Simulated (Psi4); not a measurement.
C$_{2}$H$_{2}$N (SMILES [CH2-]C#N), charge -1, singlet, at a GFN2-xTB geometry (a gas-phase anion, which may not be bound at this level); Psi4 with M06-2X/aug-cc-pVDZ.

The Psi4 input:
```
memory 2 GB

molecule {
-1 1
C     0.00239539   -0.05738577   -1.17430271
C    -0.00030500   -0.00940597    0.17345626
N    -0.00297384    0.15282315    1.34104101
H     0.92298158   -0.33199703   -1.68935248
H    -0.91470705   -0.33701456   -1.69285587
}

set {
  basis aug-cc-pvdz
  level_shift 1.0
}

energy('m06-2x')
print_variables()
```

Question: Predict the main parts of the log of this Psi4 run.

Answer: 
```
   => Loading Basis Set <=

    Name: AUG-CC-PVDZ
    Role: ORBITAL
    Keyword: BASIS

         ---------------------------------------------------------
                                   SCF
               by Justin Turney, Rob Parrish, Andy Simmonett
                          and Daniel G. A. Smith
                              RKS Reference
         ---------------------------------------------------------

  ==> Geometry <==

    Molecular point group: c1
    Full point group: C1

    Geometry (in Angstrom), charge = -1, multiplicity = 1:

       Center              X                  Y                   Z               Mass
    ------------   -----------------  -----------------  -----------------  -----------------
         C            0.002600767441    -0.073984159560    -1.258260031100    12.000000000000
         C           -0.000099622559    -0.026004359560     0.089498938900    12.000000000000
         N           -0.002768462559     0.136224760440     1.257083688900    14.003074004430
         H            0.923186957441    -0.348595419560    -1.773309801100     1.007825032230
         H           -0.914501672559    -0.353612949560    -1.776813191100     1.007825032230

  Running in c1 symmetry.

  Rotational constants: A =      9.31409  B =      0.35006  C =      0.33885 [cm^-1]
  Rotational constants: A = 279229.39601  B =  10494.49376  C =  10158.32209 [MHz]
  Nuclear repulsion =   53.228259103298463

  Charge       = -1
  Multiplicity = 1
  Electrons    = 22
  Nalpha       = 11
  Nbeta        = 11

  ==> Algorithm <==

  SCF Algorithm Type is DF.
  DIIS enabled.
  MOM disabled.
  Fractional occupation disabled.
  Guess Type is SAD.
  Energy threshold   = 1.00e-06
  Density threshold  = 1.00e-06
  Integral threshold = 1.00e-12

  ==> Primary Basis <==

  Basis Set: AUG-CC-PVDZ
    Blend: AUG-CC-PVDZ
    Number of shells: 37
    Number of basis functions: 87
    Number of Cartesian functions: 93
    Spherical Harmonics?: true
    Max angular momentum: 2

  ==> DFT Potential <==

   => LibXC <=

    Version 7.1.2
    S. Lehtola, C. Steigemann, M. J. T. Oliveira, and M. A. L. Marques,  SoftwareX 7, 1–5 (2018) (10.1016/j.softx.2017.11.002)

   => Composite Functional: M06-2X <=

    Hybrid M06-2X Meta-GGA XC Functional  (10.1007/s00214-007-0310-x)
    Y. Zhao and D. G. Truhlar,  Theor. Chem. Acc., 120, 215, 2008

    Deriv               =              1
    GGA                 =           TRUE
    Meta                =           TRUE

    Exchange Hybrid     =           TRUE
    MP2 Hybrid          =          FALSE

   => Exchange Functionals <=

    1.0000   XC_HYB_MGGA_X_M06_2X

   => Exact (HF) Exchange <=

    0.5400               HF

   => Correlation Functionals <=

    1.0000   XC_MGGA_C_M06_2X

   => LibXC Density Thresholds  <==

    XC_MGGA_C_M06_2X:  1.00E-12
    XC_HYB_MGGA_X_M06_2X:  1.00E-15

   => Molecular Quadrature <=

    Radial Scheme          =       TREUTLER
    Pruning Scheme         =           NONE
    Nuclear Scheme         =       TREUTLER

    Blocking Scheme        =         OCTREE
    BS radius alpha        =              1
    Pruning alpha          =              1
    Radial Points          =             75
    Spherical Points       =            302
    Total Points           =         110038
    Total Blocks           =            880
    Max Points             =            256
    Max Functions          =             87
    Weights Tolerance      =       1.00E-15

   => Loading Basis Set <=

    Name: (AUG-CC-PVDZ AUX)
    Role: JKFIT
    Keyword: DF_BASIS_SCF

  ==> Integral Setup <==

  SCF_SUBTYPE=INCORE selected. In-core MEM_DF algorithm will be used.
  Using in-core AOs.

  ==> MemDFJK: Density-Fitted J/K Matrices <==

    J tasked:                   Yes
    K tasked:                   Yes
    wK tasked:                   No
    Algorithm:                 Core
    Schwarz Cutoff:           1E-12
    Mask sparsity (%):       0.0000
    Fitting Condition:        1E-10

   => Auxiliary Basis Set <=

  Basis Set: (AUG-CC-PVDZ AUX)
    Blend: AUG-CC-PVDZ-JKFIT
    Number of shells: 108
    Number of basis functions: 322
    Number of Cartesian functions: 373
    Spherical Harmonics?: true
    Max angular momentum: 3

  Minimum eigenvalue in the overlap matrix is 6.6627933015E-05.
  Reciprocal condition number of the overlap matrix is 8.3184207741E-06.
    Using symmetric orthogonalization.

  ==> Pre-Iterations <==

  SCF Guess: Superposition of Atomic Densities via on-the-fly atomic UHF (no occupation information).

   -------------------------
    Irrep   Nso     Nmo
   -------------------------
     A         87      87
   -------------------------
    Total      87      87
   -------------------------

  ==> Iterations <==

                           Total Energy        Delta E     RMS |[F,P]|

   @DF-RKS iter SAD:  -131.22955330843342   -1.31230e+02   0.00000e+00
   @DF-RKS iter   1:  -131.80753456300818   -5.77981e-01   8.26264e-03 DIIS/ADIIS
   @DF-RKS iter   2:  -131.11894619635237    6.88588e-01   1.13960e-02 DIIS/ADIIS/SHIFT
   @DF-RKS iter   3:  -131.44981194379019   -3.30866e-01   7.63143e-03 DIIS/ADIIS
   @DF-RKS iter   4:  -132.02634238775340   -5.76530e-01   3.99191e-03 DIIS/ADIIS
   @DF-RKS iter   5:  -132.06727943634175   -4.09370e-02   2.87846e-03 DIIS/ADIIS
   @DF-RKS iter   6:  -132.09721581130779   -2.99364e-02   1.39365e-03 DIIS/ADIIS
   @DF-RKS iter   7:  -132.10772062520627   -1.05048e-02   2.30285e-04 DIIS/ADIIS
   @DF-RKS iter   8:  -132.10798818942288   -2.67564e-04   4.58863e-05 DIIS
   @DF-RKS iter   9:  -132.10800018268941   -1.19933e-05   1.35438e-05 DIIS
   @DF-RKS iter  10:  -132.10800138333323   -1.20064e-06   2.17466e-06 DIIS
   @DF-RKS iter  11:  -132.10800145427675   -7.09435e-08   1.21255e-06 DIIS
   @DF-RKS iter  12:  -132.10800146670269   -1.24259e-08   3.29705e-07 DIIS
  Energy and wave function converged.

  ==> Post-Iterations <==

   Electrons on quadrature grid:
      Ntotal   =   22.0000097957 ; deviation = 9.796e-06

    Orbital Energies [Eh]
    ---------------------

    Doubly Occupied:

[...]
    Virtual:

[...]
      87A      3.429464

    Final Occupation by Irrep:
              A
    DOCC [    11 ]
    NA   [    11 ]
    NB   [    11 ]

  @DF-RKS Final Energy:  -132.10800146670269

   => Energetics <=

    Nuclear Repulsion Energy =             53.2282591032984627
    One-Electron Energy =                -287.8186737353054241
    Two-Electron Energy =                 111.4625153088094294
    DFT Exchange-Correlation Energy =      -8.9801021435051407
    Empirical Dispersion Energy =           0.0000000000000000
    VV10 Nonlocal Energy =                  0.0000000000000000
    Total Energy =                       -132.1080014667026887

Computation Completed

Properties will be evaluated at   0.000000,   0.000000,   0.000000 [a0]

Properties computed using the SCF density matrix

 Multipole Moments:

 ------------------------------------------------------------------------------------
     Multipole            Electronic (a.u.)      Nuclear  (a.u.)        Total (a.u.)
 ------------------------------------------------------------------------------------

 L = 1.  Multiply by 2.5417464519 to convert [e a0] to [Debye]
 Dipole X            :         -0.0065985            0.0081502            0.0015517
 Dipole Y            :          0.3407680           -0.6586946           -0.3179265
 Dipole Z            :          2.9731551           -3.3317832           -0.3586281
 Magnitude           :                                                    0.4792638

 ------------------------------------------------------------------------------------

  Variable Map:
  ----------------------------------------------------------------------------
[...]
  Array Variable Map:
  ----------------------------------------------------------------------------
[...]
[...]
```
